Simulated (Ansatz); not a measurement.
```xyz
12

O    -0.208   -0.994    2.216
Si    0.540   -0.361    0.894
O     1.823   -1.353    0.661
N    -0.444   -0.306   -0.492
Ge   -0.693    1.105   -1.648
H    -1.028   -0.583    2.491
H     0.962    1.038    1.147
H     2.133   -1.826    1.435
H    -0.785   -1.192   -0.841
H    -2.196    1.239   -1.952
H     0.066    0.872   -2.968
H    -0.169    2.361   -0.942
```

The species carries charge 0 and has multiplicity 1.

List the PBE0/def2-TZVPP orbital energies in eV (Ansatz). (Best estimate.)

Computed: Occupied: -10860.11, -1803.17, -1358.35, -1208.17, -1208.16, -1208.15, -522.54, -522.41, -390.86, -171.10, -145.31, -120.91, -120.88, -120.87, -100.01, -99.98, -99.96, -33.80, -33.74, -33.72, -33.66, -33.65, -28.32, -27.65, -23.35, -16.02, -15.46, -14.50, -13.45, -11.34, -11.20, -10.39, -10.13, -9.87, -9.55, -9.31, -8.73, -7.57. Lowest empty: 0.46, 0.96, 1.25, 1.42, 1.75, 2.00, 2.22, 3.07.
